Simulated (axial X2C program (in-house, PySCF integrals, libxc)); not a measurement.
# Levels of AsF⁺ by electron attachment to AsF²⁺ (EOM-EA-CCSD)

Calculated with an axial X2C code built on PySCF integrals: two-component X2C with atomic mean-field Coulomb and Gaunt terms, Gaussian nuclei, basis As dyall-acv3z, F dyall-av3z with contracted cores.

R = 1.736 Å (1.045 times 1.661 Å, the PBE0 minimum at charge 1 for the lowest determinant).

Levels of AsF⁺ obtained by attaching an electron to AsF²⁺:

| Ω | binding energy (eV) | above lowest (cm⁻¹) | attached spinor | one-particle weight |
| --- | --- | --- | --- | --- |
| 1/2 | 17.718 | 0 | 86% As pπ, 7% F pπ | 0.97 |
| 3/2 | 17.531 | 1506 | 86% As pπ, 7% F pπ | 0.97 |
| 1/2 | 13.573 | 33428 | 54% As pσ, 19% As dσ, 14% F pσ | 0.96 |
| 1/2 | 8.591 | 73615 | 81% As sσ | 0.98 |

Task: What is the splitting of the first π pair in the table, and is it regular or inverted?

Result: E(3/2) − E(1/2) = 1506 − 0 = 1506 cm⁻¹ at EOM-EA-CCSD: regular, Ω = 1/2 lower. Splittings at this level can be off by ten to twenty per cent.

This point took 16 s on 1 thread of Intel(R) Xeon(R) Processor @ 2.30GHz (shared host).

Reference electrons by ω block (each with its −ω partner): 1/2: 14, 3/2: 5, 5/2: 1. 10 electrons of AsF²⁺ correlated (inner shells frozen), 92 natural virtual spinors (a truncated set); levels can be off by some tenths of an eV. Roots sought by Ω: (1/2: 5, 3/2: 4, 5/2: 2, 7/2: 1); the list ends where they run out and leaves out roots under 60 % one-particle weight. The solver can skip a root, and states that need a further excitation, which the method places far too high, are missing though they may lie low or lowest. T1 of the reference 0.039 (Lee–Taylor). The reference was not checked to be the lowest state of its species. Number of frozen shells: As 3 s, 2 p, 1 d; F 1 s. Large amplitudes in the reference (orbital relaxation or multireference character) lower the reliability. Left out with split weight: Ω = 3/2 at 8.84 eV (0.31), Ω = 5/2 at 8.83 eV (0.31).
